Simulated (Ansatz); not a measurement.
Reaction (ligand exchange at a B–O bond): `BO[SiH2]S` + `C[Si](O)(O)O` → `BO[Si](C)(O)O` + `O[SiH2]S`

Isolated molecules relaxed with PBE0-D4/def2-TZVP in Ansatz; ΔE leaves out vibrations. CCSD(T)/CBS is the MP2 limit (def2-TZVPP, def2-QZVPP) plus CCSD(T) − MP2 in def2-TZVPP, frozen cores. Functionals use def2-TZVPP. B3LYP here is the variant with VWN-RPA as its local correlation; programs differ in this. Each species was taken in one conformer, which may not be the lowest.

Is it downhill or uphill in electronic energy at CCSD(T)/CBS, and by how much? (Best estimate.)

Ansatz gave: Nearly level: ΔE = -2.1 kJ/mol.

What do these levels give: B3LYP-D4, PBE, B3LYP, CCSD/def2-TZVPP, CCSD(T)/def2-TZVPP, MP2/def2-QZVPP? (An estimate is asked.)

Ansatz gave: B3LYP-D4 -3.2, PBE -2.8, B3LYP -2.0, CCSD/def2-TZVPP -1.7, CCSD(T)/def2-TZVPP -2.0, MP2/def2-QZVPP -2.1 kJ/mol.

Largest T1 diagnostic among the species: 0.013.
